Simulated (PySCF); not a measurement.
A side-by-side comparison of computed properties.

First species: methylcyanodiacetylene, C₆H₃N.
SMILES: `CC#CC#CC#N`

Second species: H11OPSi4.
SMILES: `O[SiH2][SiH2][Si@H]([SiH3])P`

Levels: wB97X-D/def2-SVPD for dipole moment, HOMO energy, LUMO energy, HOMO–LUMO gap, static isotropic polarisability and electronic spatial extent ⟨r²⟩ about the centre of nuclear charge; TDDFT wB97X-D/def2-SVPD for lowest singlet excitation; TDA wB97X-D/def2-SVPD for lowest triplet excitation (Tamm–Dancoff); GFN2-xTB for rotational constant A and rotational constant C. Geometries: GFN2-xTB. All species are isolated and taken at one optimised geometry, non-relativistic unless stated; the electronic structure was computed with PySCF and density fitting.

The conformers computed, where there is a choice (atom-mapped SMILES and torsion angles):
- `[OH:1][SiH2:2][SiH2:3][Si@H:4]([SiH3:5])[PH2:6]`: O1–Si2–Si3–Si4 -40°, Si2–Si3–Si4–Si5 153°, H–O1–Si2–Si3 54°, H–P6–Si4–Si3 171°, H–P6–Si4–Si3 78°

Question: Which has the higher HOMO energy?

Answer: The second: -9.22 eV against -9.50 eV, a difference of 0.28 eV.

Question: Which of the two has the higher T1 energy, and by how much?

Answer: The second: 5.05 eV against 3.27 eV, a difference of 1.78 eV.

Question: Which of the two has the higher LUMO energy, and by how much?

Answer: The second: 0.36 eV against -0.42 eV, a difference of 0.78 eV.

Question: Which of the two has the higher HOMO–LUMO gap, and by how much?

Answer: The second: 9.58 eV against 9.08 eV, a difference of 0.50 eV.

Question: Which has the higher rotational constant A?

Answer: The first: 159.167 GHz against 1.863 GHz, a difference of 157.304 GHz.

Question: Which of the two has the higher rotational constant C, and by how much?

Answer: The first: 0.789 GHz against 0.499 GHz, a difference of 0.290 GHz.

Question: Which has the higher S1 energy?

Answer: The second: 5.62 eV against 3.97 eV, a difference of 1.65 eV.

Question: Which of the two has the higher dipole moment, and by how much?

Answer: The first: 6.50 D against 1.72 D, a difference of 4.78 D.

On the first: S1 lies 5.11 eV below the HOMO–LUMO gap. The polarisability is 13.47 Å³ as a volume (1 au = 0.148185 Å³), or 1.98 au for each of the 46 electrons.

On the second: The vertical singlet–triplet gap S1 − T1 is 0.57 eV (TDDFT singlet less Tamm–Dancoff triplet; S1: HOMO→LUMO, weight 0.89; T1: HOMO→LUMO, weight 0.60). A dipole of 1.72 D is allowed in C1, and pure rotational transitions are dipole-allowed.
